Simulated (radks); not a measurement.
Excited configurations of Bi23+: one electron is placed in a higher orbital outside [Kr] 4d10 4f13. The ground configuration is [Kr] 4d10 4f13 5s1. Method: scalar-relativistic Kohn-Sham, PBE, spin-polarised, spherical densities, finite nucleus; open shells are filled with parallel spins first (spin-orbit coupling, left out, can overturn this in heavy ions); Fermi nuclear charge, rms radius 5.5211 fm; computed with a radial shooting solver on a logarithmic mesh with Libxc functionals. Excitation = E - E(ground); binding = E(ion) - E, where the ion is the core of charge +24; n* = 24/sqrt(2 binding) in atomic units. These energies are relativistic, and a one-electron ion of charge +24 with no core already has n* below n in this formula (scalar-relativistic equation, point nucleus: 5p 4.992, 5d 4.996, 5f 4.998, 6s 5.986, 6p 5.992, 6d 5.996, 6f 5.998, 7s 6.986, 7p 6.991, 7d 6.996, 7f 6.997). The quantum defect is therefore taken as that value minus n*, so that it holds no relativistic shift of the bare ion.

| outer orbital | excitation (eV) | binding (eV) | n* | quantum defect | eigenvalue (eV) |
|---|---|---|---|---|---|
| 5p | 78.369 | 604.43 | 3.601 | 1.391 | -591.17 |
| 5d | 173.28 | 509.52 | 3.922 | 1.074 | -497.29 |
| 5f | 273.68 | 409.12 | 4.377 | 0.621 | -397.94 |
| 6s | 280.16 | 402.64 | 4.412 | 1.575 | -395.55 |
| 6p | 316.57 | 366.23 | 4.626 | 1.366 | -359.61 |
| 6d | 362.38 | 320.42 | 4.946 | 1.050 | -314.24 |
| 6f | 411.78 | 271.02 | 5.377 | 0.620 | -265.22 |
| 7s | 415.20 | 267.60 | 5.412 | 1.575 | -262.71 |
| 7p | 435.50 | 247.30 | 5.629 | 1.362 | -242.72 |
| 7d | 461.54 | 221.26 | 5.951 | 1.044 | -217.12 |
| 7f | 489.90 | 192.90 | 6.374 | 0.623 | -189.24 |

The Delta-SCF ionisation energy is 682.80 eV (NIST Atomic Spectra Database: 690 eV, theoretical). Self-interaction in the functional shifts the binding energies and quantum defects, so they are the method's values and not measured ones. Open shells are spherical and high-spin; term and fine-structure splittings are not resolved. Spin-orbit splitting is averaged out at the scalar-relativistic level.
